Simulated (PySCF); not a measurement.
# Simulated absorption spectrum

Compound: C₆H₄BBrF₂.
InChI=1S/C6H4BBrF2/c8-6-3-1-5(2-4-6)7(9)10/h1-4H

The calculation used TDDFT B3LYP/def2-SVPD, vertical, gas phase, core orbitals frozen in the response in PySCF. Isolated species at its PBE0-D3(BJ)/def2-SVP geometry, gas phase. The B3LYP/def2-SVPD calculation is non-relativistic and has no spin–orbit coupling, an omission that weighs most on bromine. Torsions of this conformer, `[F:1][B:2]([F:3])[c:4]1[cH:5][cH:6][c:7]([Br:8])[cH:9][cH:10]1`: F1–B2–C4–C5 180°.

Each state is given a Gaussian of 0.4 eV full width at half maximum, with ε(max) = 2.175×10⁸ f / Δν̃ (Δν̃ the width in cm⁻¹). The cross-section is σ = 3.8235×10⁻²¹ ε cm², given in Mb (10⁻¹⁸ cm²). The width is an assumption, not a result. The curve ends short of the highest state used, and states not computed would add to its high-energy end.

```
E (eV)  σ (Mb)
  4.30    0.03
  4.36    0.10
  4.42    0.35
  4.48    1.06
  4.54    2.82
  4.60    6.65
  4.67   15.46
  4.73   27.86
  4.79   44.39
  4.85   62.48
  4.91   77.70
  4.97   85.34
  5.03   82.79
  5.09   70.93
  5.15   53.66
  5.21   35.86
  5.28   19.18
  5.34    9.92
  5.40    4.88
  5.46    3.01
  5.52    3.54
  5.58    6.17
  5.64   10.85
  5.70   17.25
```

Q: Where are the band maxima, and which computed states make them?

A: 249 nm (4.99 eV), ε about 22000, made up of S2 (98%) (ε in L mol⁻¹ cm⁻¹; maxima over ε = 5, shares over 10%). At its high-energy end, 5.70 eV, the curve is still rising (ε about 4500, from S5). The states used: S1 4.90 eV (f 0.0063); S2 4.99 eV (f 0.327); S3 5.49 eV (f 0.0000); S4 5.65 eV (f 0.0001); S5 5.90 eV (f 0.129); S6 6.30 eV (f 0.0000).

Q: On this curve, what absorbance would a 10⁻⁵ mol/L sample give at 280 nm over a 1 cm path?

A: 280 nm is 4.428 eV, where ε is about 110 L mol⁻¹ cm⁻¹, so A = ε c l ≈ 0.0011 (Beer–Lambert, with the gas-phase spectrum and the assumed width).

Q: What would ε be at 4.99 eV, the highest of these maxima, with half the width (0.2 eV)?

A: About 44500 L mol⁻¹ cm⁻¹ against 22400, a factor of about 1.99; a lone state at its own centre would give exactly 2.

Q: Coming from long wavelengths, where does ε first pass 100 L mol⁻¹ cm⁻¹?

A: At about 280 nm (4.42 eV), 0.47 eV below S1.

Hardware: one thread, AMD EPYC 7B13 (x86_64), no GPU, shared host with 64 logical CPUs at a one-minute load of 11. Cost: 57 s of wall time, 1.2 GiB resident at most.
